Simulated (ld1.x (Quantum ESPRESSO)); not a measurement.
**antimony (Sb), TM: configuration errors across variants**

```
Element                 : Sb (Z = 51)
Generator               : ld1.x (Quantum ESPRESSO) 7.5
Type                    : norm-conserving Troullier–Martins (Kleinman–Bylander form)
Functional              : PBE
Relativity              : scalar-relativistic
Frozen core             : [Kr] 4d10
Valence charge          : 5
Reference configuration : 5s2 5p2 (charge +1)
Partial waves           : 5p (bound): rc 1.70 bohr; 5d channel at -0.05 Ry: rc 1.50 bohr; 5s (bound): rc 1.40 bohr
Local potential         : the s channel
Core correction         : a·sin(br)/r model core, default radius (core density twice the valence density)
```

All-electron excitation energies from the reference (eV): (1) 5s2 5p3 -8.317; (2) 5s2 5p1 15.968; (3) 5s2 5p0 40.381; (4) 5s1 5p3 8.732; (5) 5s2 5p3.3 -9.476; (6) 5s1 5p4 -0.205; (7) 5s2 5p2.5 -5.055.

A true bound ghost makes a file unfit for plane-wave use even where its test errors are small: the radial tests pick states by their node count and pass the ghost by.

Errors AE − PS in meV (a dash: test not solved or not reliable):

| change | (1) | (2) | (3) | (4) | (5) | (6) | (7) | bound ghosts |
| --- | --- | --- | --- | --- | --- | --- | --- | --- |
| base | -1.1 | -14 | -69 | -14 | -1.8 | -5.9 | +0.2 | p, d |
| wave 5p (bound): rc 1.70 bohr becomes 5p (bound): rc 1.34 bohr | -3.9 | -15 | -67 | -6.6 | -6.0 | +6.0 | -0.7 | p, d |
| wave 5p (bound): rc 1.70 bohr becomes 5p (bound): rc 1.48 bohr | -2.4 | -15 | -73 | -10 | -3.8 | -1.4 | -0.3 | p, d |
| wave 5p (bound): rc 1.70 bohr becomes 5p (bound): rc 1.98 bohr | -1.2 | -14 | -71 | -21 | -2.0 | -16 | +0.2 | d |
| wave 5p (bound): rc 1.70 bohr becomes 5p (bound): rc 2.18 bohr | -1.2 | -14 | -70 | -23 | -2.1 | -17 | +0.2 | d |
| wave 5p (bound): rc 1.70 bohr becomes 5p (bound): rc 2.38 bohr | -1.2 | -14 | -72 | -22 | -2.0 | -16 | +0.2 | d |
| wave 5p (bound): rc 1.70 bohr becomes 5p (bound): rc 2.52 bohr | -1.2 | -15 | -75 | -20 | -2.0 | -15 | +0.1 | d |

Task: Give the same row for: wave 5p (bound): rc 1.70 bohr becomes 5p (bound): rc 1.14 bohr.

Result: –, -16, +98, -12, –, –, –; bound ghosts: not determined. Not counted: 5s2 5p3 (solver errors, printed error +56.3 eV); 5s2 5p2.5 (solver errors, printed error -55.8 eV); 2 more.
